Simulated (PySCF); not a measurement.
FeSCl at several levels of theory

All levels use the PBE0 minimum (sextet; Fe–Cl 2.165 Å, Fe–S 2.044 Å; Cl–Fe–S 180.0°), basis [Fe def2-SVP, S def2-SVP, Cl def2-SVP], no relativity, density fitting, no spin–orbit coupling, PySCF. For vertical energies the ionised species is a quintet (spins chosen at PBE0 and kept) and the electron-attached one a quintet. Atomisation goes to high-spin ground-configuration atoms, without zero-point energy. Open shells are unrestricted, also as the reference of the correlated levels. A dash marks a value that was not computed or is not defined at that level.

```csv
level,atomisation (kJ/mol),vertical IP (eV),vertical EA (eV),−ε(HOMO) (eV),dipole (D)
PBE0,?,?,?,?,?
HF,282,8.20,2.49,9.54,1.29
MP2,–,10.19,1.90,–,–
PBE,815,9.56,2.17,6.24,0.11
B3LYP,674,9.76,2.37,7.42,0.29
r2SCAN,–,9.82,2.20,6.77,0.04
TPSSh,757,9.79,2.23,7.09,0.21
MN15,–,?,?,?,?
BP86,–,9.67,2.28,6.34,0.15
```

Question: Fill in the row of MN15.

Answer: vertical IP (eV) 9.91, vertical EA (eV) 2.45, −ε(HOMO) (eV) 8.35, dipole (D) 0.64.

Question: Fill in the row of PBE0.

Answer: atomisation (kJ/mol) 701, vertical IP (eV) 9.86, vertical EA (eV) 2.35, −ε(HOMO) (eV) 7.82, dipole (D) 0.27.

Spin contamination in at least one species weakens the values at: PBE0, HF, MP2, PBE, B3LYP, r2SCAN, TPSSh, MN15.

Without diffuse functions attachment energies tend to come out too low.

Open d and f shells are described by one determinant, and the ground state may have another occupation or spin.
